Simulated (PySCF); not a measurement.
Choosing a molecule for a target property.

Each SMILES stands for a single optimised conformer of the isolated species (atoms past krypton carry core potentials, spin–orbit coupling is left out). Electronic properties by PySCF.

Dipoles, sizes and rotational constants follow the conformer. The torsions of the flexible species, by atom-mapped SMILES:
- `[CH2:1]=[CH:2]/[CH:3]=[CH:4]\[B:5]([Cl:6])[Cl:7]`: C1–C2–C3–C4 180°, C3–C4–B5–Cl6 -179°
- `[CH2:1]=[C:2]([CH3:3])[BH-:4]1[NH2+:5][BH2-:6][NH2+:7]1`: C1–C2–B4–N5 114°
- `[CH2:1]=[CH:2][B@H-:3]1[NH2+:4][B@H-:5]([CH3:6])[NH2+:7]1`: C1–C2–B3–N4 13°

(1) Wanted: HOMO–LUMO gap below 7.7 eV (CAM-B3LYP/def2-SVPD) and HOMO energy below -8.4 eV (CAM-B3LYP/def2-SVPD), at PBE0-D3(BJ)/def2-SVP geometries. Which candidate meets both?
A. `CC[O][In]([O]CC)[O]CC`
B. `C=C(C)[BH-]1[NH2+][BH2-][NH2+]1`
C. `C=C[B@H-]1[NH2+][B@H-](C)[NH2+]1`
D. `C=C/C=C\B(Cl)Cl`

Answers

(1) D. Computed values:
```csv
species,HOMO–LUMO gap,HOMO energy
C=C/C=C\B(Cl)Cl,7.11 eV,-8.62 eV
CC[O][In]([O]CC)[O]CC,8.20 eV,-9.01 eV
C=C(C)[BH-]1[NH2+][BH2-][NH2+]1,9.05 eV,-8.27 eV
C=C[B@H-]1[NH2+][B@H-](C)[NH2+]1,9.28 eV,-8.48 eV
```
